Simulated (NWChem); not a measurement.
Species: C3H3N2, doublet; SMILES [c]1cnc[nH]1

```xyz
8

C     -1.1976    -0.0225     0.0000
C     -0.4083    -1.1552     0.0000
N      0.9085    -0.7388     0.0000
C      0.9111     0.5892     0.0000
N     -0.3694     1.0754     0.0000
H     -0.6964    -2.2115     0.0000
H      1.8039     1.2279     0.0000
H     -0.6689     2.0513     0.0000
```
Atoms are numbered in this order, from 1.

Level: PBE-D3(BJ)/def2-SVP, spin-unrestricted (NWChem), optimised geometry, unscaled harmonic frequencies. In the optimisation the excess spin sits in a' (Cs, its own frame).

| frequency (cm⁻¹) | IR intensity (km/mol) |
|---|---|
| 500 | 0.9 |
| 584 | 96.5 |
| 669 | 0.0 |
| 747 | 19.9 |
| 789 | 15.9 |
| 822 | 60.2 |
| 892 | 20.0 |
| 1052 | 46.3 |
| 1093 | 7.7 |
| 1166 | 7.8 |
| 1206 | 4.1 |
| 1299 | 3.3 |
| 1394 | 2.4 |
| 1417 | 3.7 |
| 1487 | 13.8 |
| 3177 | 1.2 |
| 3207 | 0.6 |
| 3556 | 63.2 |

```
Property                                                                                             Result
-----------------------------------------------------------------------------------------  ----------------
zero-point energy                                                                             35.8 kcal/mol
thermal correction to the enthalpy at 298.15 K (with zero-point energy)                       38.8 kcal/mol
heat capacity Cv                                                                           13.2 cal/(mol K)
entropy at 298.15 K and 1 atm (symmetry number 1, electronic part: spin degeneracy alone)  66.4 cal/(mol K)
dipole moment                                                                                        3.00 D
```

Rigid rotor and harmonic oscillator.
